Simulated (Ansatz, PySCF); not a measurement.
Reaction (SMILES): CC(F)F [1,1-difluoroethane] → [CH3] (CH3) + F[CH]F (the C-C bond at the site shown breaks; other sites are not compared here)
Structures are relaxed separately at B3LYP-D3(BJ)/def2-TZVP in Ansatz (a quantum-chemistry and plane-wave program).

Wanted: bond dissociation energy (enthalpy at 298 K, with B3LYP-D3(BJ) rigid-rotor harmonic-oscillator terms from PySCF), in kcal/mol. Cores are frozen in the correlated levels unless marked. UHF or UKS for open shells. No spin-orbit coupling. No relativistic terms. CBS(X,Y): correlation extrapolated as X^-3; Hartree-Fock from the larger set. The bracket is a focal-point correction in the basis named.

| level | program | bond dissociation energy (kcal/mol) |
|---|---|---|
| HF/6-31G* | Ansatz | 70.8 |
| HF/aug-cc-pVDZ | Ansatz | 69.7 |

**Question.** Estimate the value at RI-MP2/CBS(aug-cc-pVTZ,aug-cc-pVQZ)+[CCSD(T)-MP2]/aug-cc-pVTZ as computed with Ansatz.

**Answer.** 97.7 kcal/mol
